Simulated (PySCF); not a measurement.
Species: tetravinylsilane, C8H12Si.
SMILES: `C=C[Si](C=C)(C=C)C=C`

A linear-response calculation (PySCF, def2-SVPD basis, gas phase, vertical, core orbitals frozen in the response) gave these numbers; the functional is withheld.

Orbital energies (eV): HOMO-3 -9.30, HOMO-2 -9.21, HOMO-1 -9.03, HOMO -8.96, LUMO 0.40, LUMO+1 0.79, LUMO+2 0.87.

```csv
state,E (eV),f,"main configurations (H = HOMO, L = LUMO)"
S1,6.26,0.024,"H-1→L (48%), H-5→L (20%)"
S2,6.35,0.103,"H→L (45%), H-2→L (11%)"
S3,6.53,0.014,"H-2→L+1 (24%), H-4→L+1 (23%), H-4→L+2 (9%)"
S4,6.61,0.031,"H-2→L+2 (19%), H-4→L+1 (12%), H→L+1 (9%)"
S5,6.90,0.328,"H-2→L (21%), H→L (19%), H-1→L (15%)"
S6,7.02,0.220,"H-1→L+1 (21%), H-3→L (20%), H-2→L+2 (12%)"
```

Triplets, Tamm–Dancoff:

| state | E (eV) | λ (nm) | main configurations (H = HOMO, L = LUMO) |
| --- | --- | --- | --- |
| T1 | 4.18 | 296.6 | H→L (38%) |
| T2 | 4.22 | 293.9 | H-1→L (18%), H-2→L+2 (16%), H-1→L+3 (9%) |
| T3 | 4.23 | 292.9 | H-2→L (14%), H-3→L+2 (13%), H-1→L+1 (11%) |
| T4 | 4.25 | 291.6 | H-3→L+1 (34%), H-1→L+2 (14%) |

Vertical ionisation energy by ΔSCF with the same functional: 9.57 eV. Mean static polarisability: 121.6 au.

**Question.** Name the functional.
A. PBE
B. CAM-B3LYP
C. B3LYP
D. HF

**Answer.** B. CAM-B3LYP is range-separated, 19% exact exchange at short range and 65% at long range (ω = 0.33 bohr⁻¹). In this run −ε(HOMO) = 8.96 eV differs from the ΔSCF value by -0.61 eV, and S1 differs from the orbital gap of 9.36 eV by -3.10 eV. The ratio −ε(HOMO)/IP is 0.94. Small neutral molecules mostly give 0.85 to 0.93 with CAM-B3LYP, 0.5 to 0.7 with PBE, 0.67 to 0.83 with B3LYP; Hartree–Fock can't fall below 1, since the ion's relaxation only lowers the ΔSCF value. The other options: PBE, a GGA without exact exchange; HF, time-dependent Hartree–Fock, 100% exact exchange; B3LYP, a global hybrid with 20% exact exchange.

Computed with PySCF, TDDFT CAM-B3LYP/def2-SVPD, vertical, gas phase, core orbitals frozen in the response. One conformer (not necessarily the lowest) at the PBE0-D3(BJ)/def2-SVP geometry, without solvent, vibrations or thermal averaging.

Conformer computed: `[CH2:1]=[CH:2][Si:3]([CH:4]=[CH2:5])([CH:6]=[CH2:7])[CH:8]=[CH2:9]`: C1–C2–Si3–C4 134°, C2–Si3–C4–C5 -142°, C2–Si3–C6–C7 -132°, C2–Si3–C8–C9 -130°.
